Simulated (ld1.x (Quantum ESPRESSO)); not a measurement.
# nitrogen (N): excitation energies, all-electron against ultrasoft

ld1.x (Quantum ESPRESSO) 7.5 input, shortened:

```
&input
   title='N', zed=7., rel=1, dft='PZ', iswitch=3,
   config='[He] 2s2 2p2 3d-2'
 /
 &inputp
   pseudotype=3, tm=.true., lloc=-2, rcloc=1.45,
   nlcc=.true.,
   which_augfun='PSQ', rmatch_augfun_nc=.true.
 /
6
2S  1  0   2.00   0.00  0.60  1.28  0.0
2S  1  0   0.00   0.15  0.60  1.28  0.0
2P  2  1   2.00   0.00  1.35  1.50  0.0
2P  2  1   0.00   0.65  1.35  1.50  0.0
3D  3  2  -2.00   0.20  1.30  1.45  0.0
3D  3  2  -2.00   2.05  1.30  1.45  0.0
 &test
   configts(1)='2s2 2p2'
 /
```

Energies are relative to the spin-unpolarised reference configuration 2s2 2p2; without spin polarisation the order of configurations can differ from experiment. Spin-polarised rows fill each open shell by Hund’s rule, majority spin first.

(1) Give the all-electron excitation energy and the error of the potential for: 2s2 2p3; 2s2 2p1; 2s2 2p0; 2s2 2p3.3; 2s1 2p0; 2s0 2p5; 2s2 2p2.5; 2s2 2p2 (spin-polarised); 2s2 2p3 (spin-polarised).

Levels in the configuration 2s2 2p2 (spin-polarised):

| level | all-electron (eV) | pseudo (eV) |
| --- | --- | --- |
| 2s up | -33.471 | -33.491 |
| 2p up | -22.054 | -22.045 |
| 2s down | -30.068 | -30.055 |

Results:

(1)

```tsv
valence configuration	charge	ΔE all-electron (eV)	error AE − PS (meV)
2s2 2p3	0	-13.732	-9.4
2s2 2p1	+2	28.970	-32
2s2 2p0	+3	76.135	-173
2s2 2p3.3	-0.3	-15.397	-12
2s1 2p0	+4	153.608	-238
2s0 2p5	0	8.721	-26
2s2 2p2.5	+0.5	-8.565	-3.3
2s2 2p2 (spin-polarised)	+1	-1.689	-9.6
2s2 2p3 (spin-polarised)	0	-16.624	-29
```
